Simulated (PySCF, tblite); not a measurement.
Isomers of C7H10FPSi. Level: GFN2-xTB in tblite, geometry and Hessian alike; calculated harmonic values, unscaled, isolated species. The method is semi-empirical: single wavenumbers can be off by several per cent or more. Modes of hydrogen on phosphorus and silicon can be 10 to 20 % off. One conformer each.

Electronic energies: PBE0/pcSseg-1 single points on the GFN2-xTB geometries (PySCF, gas phase).

```
                SMILES  electronic energy, lowest = 0 (kJ/mol)
   Fc1ccc(PC[SiH3])cc1                                     0.0
 Cc1cc(F)pc(C)c1[SiH3]                                    27.8
FC([SiH3])=C=PC1=CCCC1                                   213.3
   Fc1cccc(PC[SiH3])c1                                     1.7
```

Question: How do GFN2-xTB zero-point energies change the relative energies?

Answer: 
| SMILES | ZPE (kJ/mol) | of it from modes above 1550 cm⁻¹ | electronic (kJ/mol) | with ZPE, lowest = 0 (kJ/mol) | lowest mode (cm⁻¹) | rings |
| --- | --- | --- | --- | --- | --- | --- |
| Fc1ccc(PC[SiH3])cc1 | 367.2 | 182.1 | 0.0 | 0.0 | 29 | 1 |
| Fc1cccc(PC[SiH3])c1 | 367.0 | 182.1 | 1.7 | 1.6 | 27 | 1 |
| Cc1cc(F)pc(C)c1[SiH3] | 375.0 | 167.0 | 27.8 | 35.7 | 36 | 1 |
| FC([SiH3])=C=PC1=CCCC1 | 373.4 | 186.9 | 213.3 | 219.5 | 34 | 1 |

The zero-point energies span 8.0 kJ/mol, from `Fc1cccc(PC[SiH3])c1` to `Cc1cc(F)pc(C)c1[SiH3]`. The order is unchanged.

Question: And how do the electronic energies of GFN2-xTB itself compare?

Answer: `Fc1ccc(PC[SiH3])cc1` 0.0; `Fc1cccc(PC[SiH3])c1` 4.0; `Cc1cc(F)pc(C)c1[SiH3]` 9.7; `FC([SiH3])=C=PC1=CCCC1` 181.3 kJ/mol, lowest = 0. Against the energies above, taken from the same isomer `Fc1ccc(PC[SiH3])cc1`, the largest difference is 32.0 kJ/mol.

Question: What do entropy and thermal enthalpy add at 298.15 K and 1 bar (rigid rotor, harmonic oscillator, one conformer each)?

Answer: 
```csv
SMILES,point group,symmetry number,S (J/(mol K)),H − H(0) (kJ/mol),ZPE + H − H(0) − TS (kJ/mol)
Fc1ccc(PC[SiH3])cc1,C1,1,451.3,32.60,265.2
Fc1cccc(PC[SiH3])c1,C1,1,450.4,32.58,265.3
Cc1cc(F)pc(C)c1[SiH3],C1,1,446.6,33.55,275.4
FC([SiH3])=C=PC1=CCCC1,C1,1,476.1,35.12,266.6
```
